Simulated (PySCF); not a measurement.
# Working out the ionisation energy of B(2+)

B(2+) [He] 2s1 (2S) → B(3+) 1s2 (1S). Calculation: PySCF 2.14, in ANO-RCC-VTZP (4s3p2d1f, 30 functions); scalar relativity by spin-free X2C-1e. Frozen: nothing. Energies in hartree (1 hartree = 27.21139 eV):

```
             part  B(2+) (lower)  B(3+) (upper)
              UHF     -23.382334     -21.992393
MP2 opposite-spin      -0.021691      -0.020822
    MP2 same-spin      -0.000659       0.000000
```

Q: What does Hartree-Fock give?

A: (-21.992393) − (-23.382334) = 1.389941 hartree = 37.822 eV.

Q: What do MP2 and SCS-MP2 (6/5 opposite-spin, 1/3 same-spin) give?

A: The opposite-spin parts differ by 0.024 eV and the same-spin parts by 0.018 eV. MP2: 37.822 + (0.024) + (0.018) = 37.864 eV. SCS-MP2: 37.822 + 1.2 × (0.024) + (0.018)/3 = 37.857 eV.

Measured between the centres of the two terms (NIST): 37.931 eV, so MP2 (valence and next inner shell) is off by -0.067 eV.

What remains against the reference includes basis incompleteness and correlation beyond second order.
